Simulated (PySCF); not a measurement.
4-chlorophenylboronic acid, C6H6BClO2.
Cartesian coordinates in Å at the PBE0-D3(BJ)/def2-SVP level; atoms count from 1:
```xyz
16
C6H6BClO2 angstrom
O     -2.5909    1.1814   -0.4361
B     -1.9636   -0.0009   -0.1693
O     -2.6155   -1.1838    0.0293
C     -0.4017   -0.0009   -0.0840
C      0.3059   -1.1763    0.2075
C      1.6948   -1.1869    0.2926
C      2.3944    0.0010    0.0811
Cl     4.1244    0.0032    0.1868
C      1.7234    1.1877   -0.2133
C      0.3342    1.1748   -0.2926
H     -3.5498    1.1439   -0.4816
H     -3.5737   -1.1465   -0.0296
H     -0.2478   -2.1040    0.3722
H      2.2423   -2.1028    0.5212
H      2.2928    2.1045   -0.3751
H     -0.1976    2.1017   -0.5216
```

Method: TDDFT wB97X-D/def2-SVPD, vertical, gas phase, core orbitals frozen in the response in PySCF 2.14.0, density-fitted response routines.

Transition dipole moments from the ground state, in atomic units and in the frame of the coordinates above (overall signs are arbitrary), for the states with f of 0.002 or more among the lowest 10:

```json
{"state": "S1", "E (hartree)": "0.1906", "μx": "0.002", "μy": "0.132", "μz": "-0.028"}
{"state": "S2", "E (hartree)": "0.2062", "μx": "-1.425", "μy": "-0.001", "μz": "-0.084"}
{"state": "S3", "E (hartree)": "0.2414", "μx": "-0.017", "μy": "-1.345", "μz": "0.287"}
{"state": "S5", "E (hartree)": "0.2514", "μx": "2.071", "μy": "0.002", "μz": "0.122"}
{"state": "S6", "E (hartree)": "0.2582", "μx": "-0.007", "μy": "0.027", "μz": "0.108"}
{"state": "S8", "E (hartree)": "0.2663", "μx": "0.015", "μy": "-0.026", "μz": "-0.123"}
{"state": "S10", "E (hartree)": "0.2807", "μx": "0.008", "μy": "-0.033", "μz": "-0.158"}
```

**Question.** What oscillator strength does each state have?

**Answer.** f = (2/3) ΔE |μ|² with ΔE in hartree (27.2114 eV).

```json
{"state": "S1", "|μ|² (au)": "0.018", "|μ| (D)": "0.34", "f": "0.002"}
{"state": "S2", "|μ|² (au)": "2.039", "|μ| (D)": "3.63", "f": "0.280"}
{"state": "S3", "|μ|² (au)": "1.891", "|μ| (D)": "3.50", "f": "0.304"}
{"state": "S5", "|μ|² (au)": "4.302", "|μ| (D)": "5.27", "f": "0.721"}
{"state": "S6", "|μ|² (au)": "0.012", "|μ| (D)": "0.28", "f": "0.002"}
{"state": "S8", "|μ|² (au)": "0.016", "|μ| (D)": "0.32", "f": "0.003"}
{"state": "S10", "|μ|² (au)": "0.026", "|μ| (D)": "0.41", "f": "0.005"}
```

**Question.** What is the point group, and which symmetry does each of these states have?

**Answer.** C2v. The ground state is totally symmetric, so the direction of μ fixes the label. Polarised along the twofold axis, so A1: S2 and S5. Polarised across the twofold axis, so B1 or B2: S1, S3, S6, S8 and S10. Which of B1 and B2 hangs on the choice of axes; S1 and S3 take one label and S6, S8 and S10 the other.

**Question.** All atoms lie in one plane. Which transitions are polarised in it and which across it?

**Answer.** In the plane: S1, S2, S3 and S5. Perpendicular: S6, S8 and S10. In-plane polarisation joins two orbitals of the same parity under reflection in the plane (π with π, or σ with σ, in-plane lone pairs counted as σ); perpendicular polarisation joins orbitals of opposite parity.

**Question.** Which bond between heavy atoms lies closest to the direction of the S5 transition dipole?

**Answer.** C7–Cl8, B2–C4, C9–C10 and C5–C6, at 0° from it; next C4–C10 and C4–C5 at 59°.

**Question.** What angle do the transition dipoles of S2 and S3 make?

**Answer.** |cos θ| = |μa·μb| / (|μa| |μb|) = 0.00, so θ ≈ 90° (taken between 0 and 90°, since the signs are arbitrary).

**Question.** How is the summed strength of these states shared among x, y and z?

**Answer.** (2/3) Σ ΔE μα² gives 0.998 for x, 0.294 for y and 0.026 for z, 1.317 in all.

**Question.** What peak molar absorption coefficient would the strongest computed level give as a lone Gaussian band 0.5 eV wide at half height?

**Answer.** ε(max) = 2.175×10⁸ f / FWHM, with the width in cm⁻¹. S5: 2.175×10⁸ × 0.7209 / 4033 ≈ 39000 L mol⁻¹ cm⁻¹.

The vertical ionisation energy (ΔSCF) is 8.90 eV, 1.26 eV above S10.

One conformer stands for the species.
